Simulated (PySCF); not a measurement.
Structure from 2D NMR

Compound of formula C8H10O. Correlations simulated from computed shifts and the bond graph:

HSQC (one-bond C–H):
```tsv
δH	δC
6.81	147.0
6.47	140.4
6.40	136.6
3.34	63.6
2.02	15.2
1.56	23.3
```

COSY cross peaks (H two or three bonds apart, from the bond graph; peaks can be absent where the dihedral angle is near 90°):
```tsv
δH	δH
6.81	6.47
6.81	6.40
6.47	3.34
```

HMBC (two and three bonds, from the bond graph):
```tsv
δH	δC
6.81	155.1, 140.4, 136.6, 63.6
6.47	210.8, 155.1, 147.0, 136.6, 63.6
6.40	155.1, 147.0, 140.4, 63.6, 15.2
3.34	210.8, 155.1, 147.0, 140.4, 136.6, 23.3, 15.2
2.02	155.1, 136.6, 63.6
1.56	210.8, 63.6
```

Carbons without hydrogens: δ 210.8, 155.1.

PySCF calculation with geometry: PBE0-D3(BJ)/def2-SVP and shielding tensors at HF/pcSseg-1 (GIAO); a single conformation, no relativistic terms, averaged over atoms made equivalent by symmetry, fast rotation or ring inversion, isolated molecule.

References, each an isolated molecule treated in the same way: ¹H (σ = 31.69 ppm) and ¹³C (σ = 190.85 ppm) vs TMS.

Exchangeable hydrogens are left out of these lists.

**Question.** Assemble the structure.

**Answer.** `[C@@H]1(C(C)=O)C=CC=C1C`.

Atom-mapped SMILES (the numbers label the heavy atoms): `[CH3:1][C:2](=[O:3])[C@@H:4]1[CH:5]=[CH:6][CH:7]=[C:8]1[CH3:9]`. Hydrogens are named by the atom that carries them.

δC 210.8 is C2, a ketone carbonyl carbon. δC 155.1 is C8, a fully substituted alkene carbon. δC 147.0 is C6, an alkene CH (δH 6.81). δC 140.4 is C5, an alkene CH (δH 6.47). δC 136.6 is C7, an alkene CH (δH 6.40). δC 63.6 is C4, an sp3 CH α to a carbonyl (δH 3.34). δC 23.3 is C1, a methyl carbon α to a carbonyl (δH 1.56). δC 15.2 is C9, an allylic methyl carbon (δH 2.02). HMBC from δH 6.81 reaches the proton-free carbon C8. HMBC from δH 6.47 reaches the proton-free carbons C2, C8. HMBC from δH 6.40 reaches the proton-free carbon C8. HMBC from δH 3.34 reaches the proton-free carbons C2, C8. COSY links 6.81–6.47, 6.81–6.40, 6.47–3.34.

The shifts were computed for this structure.

Shifts are as computed. Against solution values, carbons near 30 ppm lie about -0 ppm off and those near 130 ppm about +7 ppm. Of 1211 compounds with measured shifts, 218 miss one by over three times the rms of a fit or turn the order of signals round; such compounds aren't used in these exercises.
